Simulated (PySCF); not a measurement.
Some computed properties have been withheld. Give your best values.

C₅H₇BO₂.
SMILES: `C=CC1=[O+][BH2-]OC=C1`

Conformer (atom-mapped SMILES and torsion angles): `[CH2:1]=[CH:2][C:3]1=[O+:4][BH2-:5][O:6][CH:7]=[CH:8]1`: C1–C2–C3–O4 1°.

```json
{"property": "rotational constants A, B, C", "level": "PBE0-D3(BJ)/def2-SVP", "value": "4.988, 1.557, 1.199 GHz"}
{"property": "dipole moment", "level": "B3LYP/def2-SVPD", "value": "?"}
{"property": "HOMO energy", "level": "B3LYP/def2-SVPD", "value": "-6.55 eV"}
{"property": "LUMO energy", "level": "B3LYP/def2-SVPD", "value": "-3.00 eV"}
{"property": "lowest singlet excitation", "level": "TDDFT B3LYP/def2-SVPD", "value": "2.84 eV (436 nm, f = 0.029)"}
{"property": "strongest line among the 10 lowest singlet transitions", "level": "TDDFT B3LYP/def2-SVPD", "value": "S3 at 4.89 eV (254 nm, f = 0.478)"}
{"property": "lowest triplet excitation (Tamm–Dancoff)", "level": "TDA B3LYP/def2-SVPD", "value": "2.12 eV"}
{"property": "static isotropic polarisability", "level": "B3LYP/def2-SVPD", "value": "?"}
{"property": "vertical ionisation energy", "level": "ΔSCF B3LYP/def2-SVPD", "value": "?"}
{"property": "vertical electron affinity", "level": "ΔSCF B3LYP/def2-SVPD", "value": "?"}
{"property": "electronic spatial extent ⟨r²⟩ about the centre of nuclear charge", "level": "B3LYP/def2-SVPD", "value": "967 bohr²"}
{"property": "13C chemical shifts (computed TMS as zero) by class", "level": "GIAO PBE0/pcSseg-1", "value": "185.6 (1 C), 182.5 (1 C), 143.5 (1 C), 139.0 (1 C), 101.0 (1 C) ppm"}
{"property": "1H chemical shifts (computed TMS as zero) by class", "level": "GIAO PBE0/pcSseg-1", "value": "?"}
{"property": "isotropic shieldings of nuclei other than C and H, by class", "level": "GIAO PBE0/pcSseg-1", "value": "96 (1 B), 48 (1 O), 93 (1 O) ppm"}
{"property": "largest of the computed one-bond spin–spin couplings (means over like bonds)", "level": "B3LYP/pcJ-1, spin–dipole term left out for some pairs", "value": "?"}
```

Gas-phase values; electronic properties from PySCF, density fitting. The structure is a single PBE0-D3(BJ)/def2-SVP conformer in the gas phase; no vibrational or solvent corrections.

Give the static isotropic polarisability.

88.9 au.

Give the 1H chemical shifts (computed TMS as zero) by class.

7.48 (1 H), 7.01 (1 H), 6.28 (1 H), 6.06 (1 H), 4.84 (1 H), 4.29 (2 H) ppm.

Give the dipole moment.

4.90 D.

The largest of the computed one-bond spin–spin couplings (means over like bonds)?

13C–1H +189.1, 13C–1H +181.1, 13C–1H +174.2, 13C–1H +171.3, 13C–1H +169.6, 11B–1H +139.9 (×2), 13C–13C +74.6, 13C–13C +65.9 Hz.

Give the vertical electron affinity.

1.10 eV.

What is the vertical ionisation energy?

8.60 eV.

The 10 singlets span 2.84 to 6.68 eV, and their oscillator strengths add up to 0.57. With B = h/(8π²I), that is 505.379 GHz u Å² over I, the principal moments of inertia are 101.3, 324.6 and 421.6 u Å² (most abundant isotopes). The dipole equals about 16.3 × 10⁻³⁰ C·m (1 D = 3.33564 × 10⁻³⁰ C·m). The rotational constants make it an asymmetric top with κ = (2B − A − C)/(A − C) = -0.81, nearer the prolate limit (−1). From the two ΔSCF values, the fundamental gap I − A is 7.50 eV and the Mulliken electronegativity (I + A)/2 is 4.85 eV. The principal polarisabilities are 55.1, 86.9 and 124.8 au; their mean is the isotropic value.

For the TDDFT job (B3LYP/def2-SVPD), time: 1.8 min of wall time; peak memory 0.87 GiB. Hardware: one thread of an Arm Neoverse V1, shared host.
